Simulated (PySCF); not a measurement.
NMR data sheet: C6H8Cl2OSi

```yaml
Formula: C6H8Cl2OSi
SMILES: CC(=O)[Si@@H](Cl)C1=C(Cl)CC1
Point_group_of_the_computed_structure: C1
Degrees_of_unsaturation: 3
Carbon_signals: 6
Proton_signals: 6
```

Atom-mapped SMILES (the numbers label the heavy atoms): `[CH3:1][C:2](=[O:3])[Si@@H:4]([Cl:5])[C:6]1=[C:7]([Cl:8])[CH2:9][CH2:10]1`; H(Xn) means a hydrogen on atom n. Ha(C9), Ha(C10) are pro-R; Hb(C9), Hb(C10) are pro-S.

- NMR shieldings at PBE0/pcSseg-1/GIAO
- geometry: GFN2-xTB
- code: PySCF 2.14
- one computed conformer, gas phase, equivalent nuclei averaged, relativity neglected

Shifts are taken against calculated references (same method and geometry level): TMS for ¹H and ¹³C and ²⁹Si; ¹⁷O against H2O.

| carbon | δC, type | δH (multiplicity) | HMBC from (2–3 bonds) | span of the C tensor (ppm) |
| --- | --- | --- | --- | --- |
| C1 | 38.0, CH3 | 2.66 (s) | H(Si4) | 69 |
| C2 | 239.6, C | – | H(Si4), H(C1) | 236 |
| C6 | 148.3, C | – | H(Si4), Hb(C9), Ha(C9), Hb(C10), Ha(C10) | 198 |
| C7 | 160.6, C | – | H(Si4), Hb(C9), Ha(C9), Hb(C10), Ha(C10) | 199 |
| C9 | 42.3, CH2 | Hb(C9) 2.95 (m); Ha(C9) 2.95 (m) | Hb(C10), Ha(C10) | 32 |
| C10 | 28.6, CH2 | Ha(C10) 2.43 (m); Hb(C10) 2.67 (m) | H(Si4), Hb(C9), Ha(C9) | 31 |

Other nuclei:
```json
{"atoms": "H(Si4)", "nucleus": "¹H", "environment": "hydrogen on a silicon bonded to 2 C, Cl", "δ (ppm)": "4.91", "σ (ppm)": "26.81"}
{"atoms": "Si4", "nucleus": "²⁹Si", "environment": "silicon bonded to 2 C, Cl, H", "δ (ppm)": "-44.9", "σ (ppm)": "394.0"}
{"atoms": "O3", "nucleus": "¹⁷O", "environment": "carbonyl oxygen", "δ (ppm)": "850.6", "σ (ppm)": "-514.5"}
```

1. Carbon types of the structure: 3 × C, 2 × CH2, 1 × CH3, leaving 1 H on heteroatoms.
2. δC 239.6: carbonyl carbon.
3. δC 160.6, 148.3: fully substituted alkene carbon; as expected for a trigonal carbon in a double bond.
4. δC 38.0: methyl carbon α to a carbonyl; the adjacent C=O deshields it moderately.
5. δH 2.95, 2.95, 2.67, 2.43: hydrogen on an allylic sp3 CH2; allylic position.
6. δH 2.66: hydrogen on a methyl carbon α to a carbonyl; α to C=O.

Carbons that carry Cl, above all several Cl atoms, come out too deshielded, partly because spin–orbit coupling is missing. Shifts are as computed. Against solution values, carbons near 30 ppm lie about +3 ppm off and those near 130 ppm about +5 ppm; carbons on Cl a further +6 ppm. Of 1211 compounds with measured shifts, 218 miss one by over three times the rms of a fit or turn the order of signals round; such compounds aren't used in these exercises. Unscaled 17O shifts of doubly bonded oxygen tend to come out too high, by tens of ppm or more. Experimental scales use liquid or dissolved standards, which lie at an offset from isolated H2O (liquid H2O: subtract about 36 ppm). No couplings were computed; multiplicities are counted from neighbouring protons, with m where these are inequivalent, close in shift, in a saturated or five-membered ring or joined by F or P, and br s for small geminal =CH2 splittings.
